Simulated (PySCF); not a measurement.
Compound: C6H6O2S.
Structure used (PBE0-D3(BJ)/def2-SVP), in Å, numbered top down from 1:
```
atom  x, y, z in Å
C1     2.8058   -0.6668   -0.1699
C2     1.3842   -0.5710   -0.6350
O3     0.9634   -0.9591   -1.6884
O4     0.6294    0.0375    0.3067
C5    -0.7074    0.2887    0.1458
C6    -1.3857    0.9410    1.2163
C7    -2.7099    1.1313    0.9364
S8    -3.1250    0.5257   -0.6144
C9    -1.5199   -0.0028   -0.9234
H10    2.8513   -1.0429    0.8612
H11    3.3662   -1.3210   -0.8467
H12    3.2575    0.3369   -0.1742
H13   -0.8909    1.2433    2.1390
H14   -3.4656    1.6000    1.5648
H15   -1.2508   -0.4925   -1.8533
```

Theory: TDDFT CAM-B3LYP/def2-SVPD, vertical, gas phase, core orbitals frozen in the response (PySCF 2.14.0, density-fitted response routines).

Transition dipole moments from the ground state, in atomic units and in the frame of the coordinates above (overall signs are arbitrary), for the states with f of 0.002 or more among the lowest 9:

| state | E (hartree) | μx | μy | μz |
| --- | --- | --- | --- | --- |
| S1 | 0.2048 | -0.630 | -0.081 | -0.506 |
| S3 | 0.2173 | 0.388 | -0.068 | 0.070 |
| S4 | 0.2241 | 0.040 | 0.128 | -0.066 |
| S5 | 0.2342 | -1.378 | 0.511 | 0.423 |
| S7 | 0.2447 | -0.093 | -0.097 | 0.071 |
| S8 | 0.2577 | -0.028 | -0.145 | 0.043 |
| S9 | 0.2591 | 0.002 | 0.149 | -0.074 |

(1) What oscillator strength does each state have?

(2) Which bond between heavy atoms lies closest to the direction of the S5 transition dipole?

(3) What angle do the transition dipoles of S3 and S5 make?

(4) How is the summed strength of these states shared among x, y and z?

(5) What peak molar absorption coefficient would the strongest computed level give as a lone Gaussian band 0.4 eV wide at half height?

## Answers

(1) f = (2/3) ΔE |μ|² with ΔE in hartree (27.2114 eV).

```json
{"state": "S1", "|μ|² (au)": "0.660", "|μ| (D)": "2.06", "f": "0.090"}
{"state": "S3", "|μ|² (au)": "0.160", "|μ| (D)": "1.02", "f": "0.023"}
{"state": "S4", "|μ|² (au)": "0.022", "|μ| (D)": "0.38", "f": "0.003"}
{"state": "S5", "|μ|² (au)": "2.339", "|μ| (D)": "3.89", "f": "0.365"}
{"state": "S7", "|μ|² (au)": "0.023", "|μ| (D)": "0.39", "f": "0.004"}
{"state": "S8", "|μ|² (au)": "0.024", "|μ| (D)": "0.39", "f": "0.004"}
{"state": "S9", "|μ|² (au)": "0.028", "|μ| (D)": "0.42", "f": "0.005"}
```

(2) S8–C9, at 6° from it; next O4–C5 at 25°.

(3) |cos θ| = |μa·μb| / (|μa| |μb|) = 0.88, so θ ≈ 28° (taken between 0 and 90°, since the signs are arbitrary).

(4) (2/3) Σ ΔE μα² gives 0.375 for x, 0.054 for y and 0.066 for z, 0.495 in all.

(5) ε(max) = 2.175×10⁸ f / FWHM, with the width in cm⁻¹. S5: 2.175×10⁸ × 0.3653 / 3226 ≈ 25000 L mol⁻¹ cm⁻¹.

The vertical ionisation energy (ΔSCF) is 8.76 eV, 1.70 eV above S9.

One conformer stands for the species.
